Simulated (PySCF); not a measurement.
**Ionisation energy of Ru by level of theory**

Ru [Kr] 4d7 5s1 (5F) → Ru⁺ [Kr] 4d7 (4F), as a difference of total energies. Computed with PySCF 2.14 in ANO-RCC-VTZP (7s6p4d2f1g, 68 functions), with the spin-free X2C one-electron Hamiltonian (Gaussian nucleus). Correlated levels: valence: [Kr] frozen; valence and next inner shell: [Ar] 3d10 frozen. The calculations carry no spin-orbit coupling.

```json
{"method": "UHF", "ionisation energy (eV)": "6.311", "plus first-order spin-orbit estimate": "6.305", "error of that sum (eV)": "-1.056"}
{"method": "LDA", "ionisation energy (eV)": "8.089", "plus first-order spin-orbit estimate": "8.083", "error of that sum (eV)": "+0.722"}
{"method": "PBE", "ionisation energy (eV)": "7.779", "plus first-order spin-orbit estimate": "7.773", "error of that sum (eV)": "+0.412"}
{"method": "PBE0", "ionisation energy (eV)": "7.488", "plus first-order spin-orbit estimate": "7.482", "error of that sum (eV)": "+0.121"}
{"method": "r2SCAN", "ionisation energy (eV)": "7.688", "plus first-order spin-orbit estimate": "7.683", "error of that sum (eV)": "+0.322"}
{"method": "B3LYP", "ionisation energy (eV)": "7.636", "plus first-order spin-orbit estimate": "7.630", "error of that sum (eV)": "+0.269"}
{"method": "BLYP", "ionisation energy (eV)": "7.710", "plus first-order spin-orbit estimate": "7.705", "error of that sum (eV)": "+0.344"}
{"method": "B97-3", "ionisation energy (eV)": "7.249", "plus first-order spin-orbit estimate": "7.243", "error of that sum (eV)": "-0.118"}
{"method": "MP2 (valence)", "ionisation energy (eV)": "7.158", "plus first-order spin-orbit estimate": "7.152", "error of that sum (eV)": "-0.209"}
{"method": "SCS-MP2 (valence)", "ionisation energy (eV)": "6.895", "plus first-order spin-orbit estimate": "6.890", "error of that sum (eV)": "-0.471"}
{"method": "MP2 (valence and next inner shell)", "ionisation energy (eV)": "7.393", "plus first-order spin-orbit estimate": "7.387", "error of that sum (eV)": "+0.026"}
{"method": "SCS-MP2 (valence and next inner shell)", "ionisation energy (eV)": "7.101", "plus first-order spin-orbit estimate": "7.095", "error of that sum (eV)": "-0.266"}
```

Reference: 7.361 eV (measured; NIST Atomic Spectra Database, ionization energies).

A first-order spin-orbit estimate (lowest level to lowest level, LS coupling) adds -0.006 eV.

Errors of the correlated levels include the incompleteness of this basis and the frozen core.
